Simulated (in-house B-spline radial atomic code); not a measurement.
Successive ionisation energies of dysprosium; each step leads to the configuration of the next row (after the last: [He] 2s2 2p1). Dirac energy differences include first-order Breit, QED and recoil terms. NIST's values go from ground level to ground level; the uncertainty of those that are theory runs from under 0.1 % in few-electron ions to several per cent in heavy many-electron ones. Computed with an all-electron radial atomic-structure program (B-spline basis): Dirac-Hartree-Fock, average of the configuration, finite nuclei.

| ion | configuration | ionisation energy (eV) | tabulated value (eV) | tabulated kind | computed minus tabulated (eV) | highest orbital | largest mean radius (bohr) |
| --- | --- | --- | --- | --- | --- | --- | --- |
| Dy45+ | [Ar] 3d3 | 3700.4 | 3725 | tabulated theory | -25 | 3d5/2 | 0.22067 |
| Dy46+ | [Ar] 3d2 | 3821.2 | 3852 | tabulated theory | -31 | 3d5/2 | 0.21947 |
| Dy47+ | [Ar] 3d1 | 3943.6 | 3970 | tabulated theory | -26 | 3d5/2 | 0.21829 |
| Dy48+ | [Ne] 3s2 3p6 | 4370.1 | 4303 | tabulated theory | 67 | 3p3/2 | 0.21711 |
| Dy49+ | [Ne] 3s2 3p5 | ? | ? | tabulated theory | ? | ? | ? |
| Dy50+ | [Ne] 3s2 3p4 | 4588.8 | 4523 | tabulated theory | 66 | 3p3/2 | 0.21526 |
| Dy51+ | [Ne] 3s2 3p3 | 4699.5 | 4629 | tabulated theory | 71 | 3p3/2 | 0.21435 |
| Dy52+ | [Ne] 3s2 3p2 | ? | ? | tabulated theory | ? | ? | ? |
| Dy53+ | [Ne] 3s2 3p1 | 4923.8 | 5066 | tabulated theory | -142 | 3p3/2 | 0.21254 |
| Dy54+ | [Ne] 3s2 | 5296.1 | 5296 | tabulated theory | 0 | 3s1/2 | 0.21165 |
| Dy55+ | [Ne] 3s1 | 5411.6 | 5412 | tabulated theory | 0 | 3s1/2 | 0.21064 |
| Dy56+ | [He] 2s2 2p6 | 12355.3 | 12081 | tabulated theory | 274 | 2p3/2 | 0.087548 |
| Dy57+ | [He] 2s2 2p5 | 12659.9 | 12370 | tabulated theory | 290 | 2p3/2 | 0.087122 |
| Dy58+ | [He] 2s2 2p4 | 12967.8 | 12690 | tabulated theory | 278 | 2p3/2 | 0.086699 |
| Dy59+ | [He] 2s2 2p3 | ? | ? | tabulated theory | ? | ? | ? |
| Dy60+ | [He] 2s2 2p2 | 13593.2 | 14144 | tabulated theory | -551 | 2p3/2 | 0.085862 |

Task: Fill in the row of Dy49+.

Result: ionisation energy (eV): 4479.0; tabulated value (eV): 4407; computed minus tabulated (eV): 72; highest orbital: 3p3/2; largest mean radius (bohr): 0.21618.

Task: Fill in the row of Dy52+.

Result: ionisation energy (eV): 4811.2; tabulated value (eV): 4945; computed minus tabulated (eV): -134; highest orbital: 3p3/2; largest mean radius (bohr): 0.21344.

Task: Fill in the row of Dy59+.

Result: ionisation energy (eV): 13278.9; tabulated value (eV): 12986; computed minus tabulated (eV): 293; highest orbital: 2p3/2; largest mean radius (bohr): 0.086279.

Task: Where is the largest jump?

Result: From Dy55+ to Dy56+, by a factor of 2.28 (5411.6 to 12355 eV); the highest orbital goes from 3s1/2 to 2p3/2.

Where a p, d or f electron is removed, the computed value is a mean over both j, so it misses the tabulated one by a part of the spin-orbit splitting; averaging over terms and missing correlation add to the gap, relatively most at low charge.
